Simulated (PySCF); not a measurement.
## CH8BNO4Si

CH8BNO4Si is a molecule drawn to mimic a surface site (built as: Si site whose three back bonds go to OB(OH)2, NH2, OCH3; end group H), neutral, singlet. The structure, one conformer, was relaxed in the gas phase by PBE0-D3(BJ)/def2-SVP. No frequency run checks that it is a minimum.

SMILES: CO[SiH](N)OB(O)O

```
atom   x (Å)   y (Å)   z (Å)
 Si1   0.473   0.171  -0.605
  O2  -0.813  -0.527   0.199
  B3  -2.126  -0.203   0.333
  O4  -2.927  -0.871   1.215
  O5  -2.673   0.796  -0.427
  N6   0.095   1.794  -0.924
  O7   1.834   0.173   0.333
  C8   2.684  -0.917   0.538
  H9   0.750  -0.736  -1.756
 H10  -2.429  -1.541   1.693
 H11  -3.606   0.915  -0.226
 H12   0.785   2.514  -1.082
 H13  -0.866   2.077  -1.074
 H14   2.342  -1.540   1.384
 H15   2.761  -1.568  -0.353
 H16   3.694  -0.548   0.775
```

Shieldings: GIAO PBE0/pcSseg-1. Shifts are against computed references at the same level: C TMS (σ 184.4 ppm), H TMS (σ 31.27 ppm), Si TMS (σ 352.0 ppm). Core levels by delta-SCF with SCAN, pcX-2 on the ionised atom and pcseg-1 elsewhere, spin-free X2C (2p3/2 is the spin-free 2p value less a third of a first-order spin-orbit splitting); from the vacuum level, for chosen atoms.

Give the NMR and core-level values of the distinct atoms.


```json
{"atoms": "Si1", "bonded to": "1 N + 2 O + 1 H", "σ (ppm)": "392.8", "δ (ppm)": "-40.8", "core level (eV)": "2p3/2 107.61"}
{"atoms": "O2", "bonded to": "1 B + 1 Si", "σ (ppm)": "217.9", "δ (ppm)": "-", "core level (eV)": "1s 538.09"}
{"atoms": "B3", "bonded to": "3 O", "σ (ppm)": "83.2", "δ (ppm)": "-", "core level (eV)": "1s 198.28"}
{"atoms": "O4", "bonded to": "1 B + 1 H", "σ (ppm)": "244.2", "δ (ppm)": "-", "core level (eV)": "-"}
{"atoms": "O5", "bonded to": "1 B + 1 H", "σ (ppm)": "252.4", "δ (ppm)": "-", "core level (eV)": "-"}
{"atoms": "N6", "bonded to": "1 Si + 2 H", "σ (ppm)": "240.7", "δ (ppm)": "-", "core level (eV)": "1s 404.45"}
{"atoms": "O7", "bonded to": "1 C + 1 Si", "σ (ppm)": "291.8", "δ (ppm)": "-", "core level (eV)": "1s 537.94"}
{"atoms": "C8", "bonded to": "1 O + 3 H", "σ (ppm)": "133.5", "δ (ppm)": "50.9", "core level (eV)": "-"}
{"atoms": "H9", "bonded to": "1 Si", "σ (ppm)": "26.58", "δ (ppm)": "4.69", "core level (eV)": "-"}
{"atoms": "H10", "bonded to": "1 O", "σ (ppm)": "28.22", "δ (ppm)": "3.04", "core level (eV)": "-"}
{"atoms": "H11", "bonded to": "1 O", "σ (ppm)": "28.35", "δ (ppm)": "2.92", "core level (eV)": "-"}
{"atoms": "H12", "bonded to": "1 N", "σ (ppm)": "30.54", "δ (ppm)": "0.73", "core level (eV)": "-"}
{"atoms": "H13", "bonded to": "1 N", "σ (ppm)": "29.29", "δ (ppm)": "1.98", "core level (eV)": "-"}
{"atoms": "H14 H15 H16", "bonded to": "1 C", "σ (ppm)": "27.64", "δ (ppm)": "3.63", "core level (eV)": "-"}
```

Values are those of this one static structure, with the three H of a rotating XH3 group averaged; atoms that internal rotation interchanges would show their mean in an NMR spectrum.

By CAM-B3LYP/def2-SVPD (TDDFT singlets, Tamm-Dancoff triplets, ionisation by delta-SCF), where does absorption start, and what does vertical ionisation take?

The lowest singlet lies at 6.92 eV (f 0.041), the lowest triplet at 6.56 eV; vertical ionisation takes 9.91 eV.

The 3 runs behind this took 6.3 min in all, one thread each of AMD EPYC 7R43 64-Core on a shared host, launched as `OMP_NUM_THREADS=1 python cluster_run.py task.json out`.
